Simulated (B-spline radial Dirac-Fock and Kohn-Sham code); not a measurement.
How the levels of iridium move as electrons are removed

These are calculated numbers from a radial finite-basis atomic code; the model is relaxed Dirac-Fock hole states (ΔSCF) with Breit and QED corrections and a finite nucleus. Each ion is free and in its tabulated ground configuration. Correlation energy is missing from these numbers.

Reference: Ir³¹⁺, [Kr] 4d10, with L1 (2s) 14610.7 eV, L2 (2p1/2) 14006.9 eV, M1 (3s) 4362.4 eV, M2 (3p1/2) 4096.0 eV, N1 (4s) 1762.5 eV, Kα1 (K-L3) 64882.1 eV, Kβ1 (K-M3) 73546.0 eV, Lℓ (L3-M1) 8037.3 eV. Shifts from it, in eV (a dash: the subshell is empty, belongs to an open shell averaged over j, or its hole state is left out as unreliable):

```csv
ion,configuration,L1 (2s),L2 (2p1/2),M1 (3s),M2 (3p1/2),N1 (4s),Kα1,Kβ1,Lℓ
Ir³²⁺,[Kr] 4d9,+71.4,+71.8,+65.5,+65.9,+53.3,+0.71,+7.08,+6.08
Ir³³⁺,[Kr] 4d8,+144.0,+144.8,+131.8,+132.7,+107.2,+1.47,+14.49,+12.41
Ir³⁴⁺,[Kr] 4d7,+217.8,+219.0,+199.1,+200.4,+161.6,+2.29,+22.22,+19.01
Ir³⁵⁺,[Kr] 4d6,+292.6,+294.3,+267.2,+269.1,+216.6,+3.17,+30.28,+25.86
Ir³⁶⁺,[Kr] 4d5,+368.7,+370.8,+336.3,+338.6,+272.2,+4.11,+38.68,+32.98
Ir³⁷⁺,[Kr] 4d4,+445.8,+448.5,+406.2,+409.1,+328.3,+5.11,+47.41,+40.37
Ir³⁸⁺,[Kr] 4d3,+524.1,+527.3,+476.9,+480.4,+385.0,+6.18,+56.47,+48.02
Ir³⁹⁺,[Kr] 4d2,+603.5,+607.3,+548.6,+552.6,+442.2,+7.30,+65.88,+55.95
Ir⁴⁰⁺,[Kr] 4d1,+684.1,+688.4,+621.1,+625.8,+500.0,+8.50,+75.64,+64.14
Ir⁴¹⁺,[Ar] 3d10 4s2 4p6,+765.8,+770.7,+694.5,+699.8,+558.3,+9.76,+85.74,+72.61
```

Over this range L1 (2s) moves by +765.8 eV and Kα1 by +9.8 eV: a line is a difference of two levels that shift in the same direction.
